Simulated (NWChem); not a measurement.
# SiN$_{2}$H$_{5}$Cl; SMILES N[SiH](N)Cl

```xyz
9

Si     0.0221    -0.4008     0.3768
N     -1.4874    -0.9579    -0.2102
N      1.2426    -1.3682    -0.3281
Cl     0.0276     1.6273    -0.1316
H      0.2905    -0.4182     1.8414
H     -2.2905    -0.3419    -0.2355
H     -1.7484    -1.9326    -0.1175
H      1.2611    -1.5168    -1.3312
H      2.1724    -1.3942     0.0741
```
Atoms are numbered in this order, from 1.

All runs: NWChem. Geometry optimised at PBE0/def2-SVP; all other runs use it. 

```csv
quantity,level,value
−ε(HOMO) (eV),PBE/def2-SVP,5.92
"vertical, lowest excitation, singlet (eV)","CAM-B3LYP/def2-SVPD, TDA",6.99
solvation free energy (kcal/mol) in n-hexane,"PBE0/def2-SVP, SMD",-2.9
"anisotropy (bohr³), static",CAM-B3LYP/def2-SVPD,10.0
dipole (D),PBE0/def2-SVP,2.27
highest harmonic frequency (cm⁻¹),PBE0/def2-SVP,3731
```
